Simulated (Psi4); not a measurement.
CH$_{8}$OSi$_{2}$ (SMILES CO[SiH2][SiH3]), singlet, at a GFN2-xTB geometry, atoms displaced at random by about 0.03 Å a coordinate; B3LYP/STO-3G, gradient run with Psi4 1.11.

Input for Psi4:
```
memory 2 GB

molecule mol {
0 1
  Si    0.031433   -0.897911   -0.053231
  Si    1.685808    0.629556    0.279768
  O    -1.316065   -0.345858   -0.495786
  C    -2.068893    0.705678   -0.116268
  H     0.184022   -1.955687   -0.981388
  H    -0.331853   -1.668402    1.331506
  H     1.473125    1.620624    1.383420
  H     2.978827    0.006511    0.470282
  H     1.793972    1.497213   -0.952173
  H    -2.578951    0.600811    0.852734
  H    -2.843740    0.924979   -0.851947
  H    -1.391558    1.570897    0.001199
symmetry c1
no_reorient
no_com
}

set basis sto-3g
set reference rks

gradient('b3lyp')
print_variables()
```

Problem. Write the output that Psi4 gives for this input, abridged.

Solution. 
```
gradient() will perform analytic gradient computation.

   => Loading Basis Set <=

    Name: STO-3G
    Role: ORBITAL
    Keyword: BASIS

         ---------------------------------------------------------
                                   SCF
               by Justin Turney, Rob Parrish, Andy Simmonett
                          and Daniel G. A. Smith
                              RKS Reference
         ---------------------------------------------------------

  ==> Geometry <==

    Molecular point group: c1
    Full point group: C1

    Geometry (in Angstrom), charge = 0, multiplicity = 1:

       Center              X                  Y                   Z               Mass
    ------------   -----------------  -----------------  -----------------  -----------------
         SI           0.031433000000    -0.897911000000    -0.053231000000    27.976926534650
         SI           1.685808000000     0.629556000000     0.279768000000    27.976926534650
         O           -1.316065000000    -0.345858000000    -0.495786000000    15.994914619570
         C           -2.068893000000     0.705678000000    -0.116268000000    12.000000000000
         H            0.184022000000    -1.955687000000    -0.981388000000     1.007825032230
         H           -0.331853000000    -1.668402000000     1.331506000000     1.007825032230
         H            1.473125000000     1.620624000000     1.383420000000     1.007825032230
         H            2.978827000000     0.006511000000     0.470282000000     1.007825032230
         H            1.793972000000     1.497213000000    -0.952173000000     1.007825032230
         H           -2.578951000000     0.600811000000     0.852734000000     1.007825032230
         H           -2.843740000000     0.924979000000    -0.851947000000     1.007825032230
         H           -1.391558000000     1.570897000000     0.001199000000     1.007825032230

  Running in c1 symmetry.

  Rotational constants: A =      0.26466  B =      0.08207  C =      0.06698 [cm^-1]
  Rotational constants: A =   7934.31346  B =   2460.36747  C =   2008.04112 [MHz]
  Nuclear repulsion =  229.515471233354504

  Charge       = 0
  Multiplicity = 1
  Electrons    = 50
  Nalpha       = 25
  Nbeta        = 25

  ==> Algorithm <==

  SCF Algorithm Type is DF.
  DIIS enabled.
  MOM disabled.
  Fractional occupation disabled.
  Guess Type is SAD.
  Energy threshold   = 1.00e-08
  Density threshold  = 1.00e-08
  Integral threshold = 1.00e-12

  ==> Primary Basis <==

  Basis Set: STO-3G
    Blend: STO-3G
    Number of shells: 24
    Number of basis functions: 36
    Number of Cartesian functions: 36
    Spherical Harmonics?: true
    Max angular momentum: 1

  ==> DFT Potential <==

   => LibXC <=

    Version 7.1.2
    S. Lehtola, C. Steigemann, M. J. T. Oliveira, and M. A. L. Marques,  SoftwareX 7, 1–5 (2018) (10.1016/j.softx.2017.11.002)

   => Composite Functional: B3LYP <=

    B3LYP Hyb-GGA Exchange-Correlation Functional

    P. J. Stephens, F. J. Devlin, C. F. Chabalowski, and M. J. Frisch,  J. Phys. Chem. 98, 11623 (1994) (10.1021/j100096a001)

    Deriv               =              1
    GGA                 =           TRUE
    Meta                =          FALSE

    Exchange Hybrid     =           TRUE
    MP2 Hybrid          =          FALSE

   => Exchange Functionals <=

    0.0800   Slater exchange
    0.7200         Becke 88

   => Exact (HF) Exchange <=

    0.2000               HF

   => Correlation Functionals <=

    0.1900   Vosko, Wilk & Nusair (VWN5_RPA)
    0.8100   Lee, Yang & Parr

   => LibXC Density Thresholds  <==

    XC_HYB_GGA_XC_B3LYP:  1.00E-15

   => Molecular Quadrature <=

    Radial Scheme          =       TREUTLER
    Pruning Scheme         =           NONE
    Nuclear Scheme         =       TREUTLER

    Blocking Scheme        =         OCTREE
    BS radius alpha        =              1
    Pruning alpha          =              1
    Radial Points          =             75
[...]
  @DF-RKS Final Energy:  -688.86283002272125
    Total Energy =                       -688.8628300227212549
[...]
         H            1.793972000000     1.497213000000    -0.952173000000     1.007825032230
         H           -2.578951000000     0.600811000000     0.852734000000     1.007825032230
         H           -2.843740000000     0.924979000000    -0.851947000000     1.007825032230
         H           -1.391558000000     1.570897000000     0.001199000000     1.007825032230

  Nuclear repulsion =  229.515471233354504

  ==> Basis Set <==

  Basis Set: STO-3G
    Blend: STO-3G
    Number of shells: 24
    Number of basis functions: 36
    Number of Cartesian functions: 36
    Spherical Harmonics?: true
    Max angular momentum: 1

  ==> DFJKGrad: Density-Fitted SCF Gradients <==

    Gradient:                    1
    J tasked:                  Yes
    K tasked:                  Yes
    wK tasked:                  No
    Integrals threads:           1
    Schwarz Cutoff:          1E-12
    Fitting Condition:       1E-10

   => Auxiliary Basis Set <=

  Basis Set: (STO-3G AUX)
    Blend: DEF2-UNIVERSAL-JKFIT
    Number of shells: 174
    Number of basis functions: 552
    Number of Cartesian functions: 652
    Spherical Harmonics?: true
    Max angular momentum: 4

  ==> DFT Potential <==

   => LibXC <=

    Version 7.1.2
    S. Lehtola, C. Steigemann, M. J. T. Oliveira, and M. A. L. Marques,  SoftwareX 7, 1–5 (2018) (10.1016/j.softx.2017.11.002)

   => Composite Functional: B3LYP <=

    B3LYP Hyb-GGA Exchange-Correlation Functional

    P. J. Stephens, F. J. Devlin, C. F. Chabalowski, and M. J. Frisch,  J. Phys. Chem. 98, 11623 (1994) (10.1021/j100096a001)

    Deriv               =              1
    GGA                 =           TRUE
    Meta                =          FALSE

    Exchange Hybrid     =           TRUE
    MP2 Hybrid          =          FALSE

   => Exchange Functionals <=

    0.0800   Slater exchange
    0.7200         Becke 88

   => Exact (HF) Exchange <=

    0.2000               HF

   => Correlation Functionals <=

    0.1900   Vosko, Wilk & Nusair (VWN5_RPA)
    0.8100   Lee, Yang & Parr

   => LibXC Density Thresholds  <==

    XC_HYB_GGA_XC_B3LYP:  1.00E-15

   => Molecular Quadrature <=

    Radial Scheme          =       TREUTLER
    Pruning Scheme         =           NONE
    Nuclear Scheme         =       TREUTLER

    Blocking Scheme        =         OCTREE
    BS radius alpha        =              1
    Pruning alpha          =              1
    Radial Points          =             75
    Spherical Points       =            302
    Total Points           =         255261
    Total Blocks           =           1959
    Max Points             =            256
    Max Functions          =             34
    Weights Tolerance      =       1.00E-15

  -Total Gradient:
     Atom            X                  Y                   Z
    ------   -----------------  -----------------  -----------------
       1       -0.076827863584     0.072175951255    -0.111763838088
       2       -0.005749930201    -0.036702912391     0.014764383178
       3        0.094527857355     0.010104490661     0.074436984854
       4        0.001811288071    -0.046603407248    -0.024055308657
       5       -0.017393916816     0.011091312938     0.014221465349
       6       -0.022578385208    -0.025547903915     0.041579002850
       7       -0.000527995084     0.020392489331     0.013957754512
       8        0.001626281133     0.000292706091    -0.001054463363
       9        0.000476205904     0.017407172112    -0.021529580716
      10        0.007131233459     0.005955989877    -0.013666155223
      11        0.010747883705    -0.006854296063     0.013000447062
      12        0.006851490916    -0.021760137814     0.000043825603

  Variable Map:
  ----------------------------------------------------------------------------
[...]
  Array Variable Map:
  ----------------------------------------------------------------------------
[...]
[...]
```
